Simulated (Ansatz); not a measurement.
Ansatz (a program for electronic structure) was given this input:
Ansatz 0.2 input:
```yaml
crystal:
  periodic: [false, false, false]
  atoms:
    - {symbol: Te, position_ang: [-0.01212984, 0.00717280, 0.04829380]}
    - {symbol: F, position_ang: [-0.41746803, 5.42728558, 3.04974844]}
    - {symbol: F, position_ang: [0.21441232, -1.52023906, -1.22691457]}
    - {symbol: F, position_ang: [-0.48009114, -1.44291290, 1.44888990]}
    - {symbol: F, position_ang: [0.48300493, 1.10783207, -1.54978487]}
basis:
  gaussian:
    orbitals: STO-3G
hamiltonian:
  xc: pbe
magnetization: {spin_polarized: true, initial_magnetization: 2}
```

Question: What does this run give for the total energy, <S^2>, number of basis functions?

Answer: 
- total energy = -6941.539256 Ha
- <S^2> = 2.000
- number of basis functions = 47

Question: Roughly what does it cost on one core?

Answer: about 50 core-seconds (a rough figure).
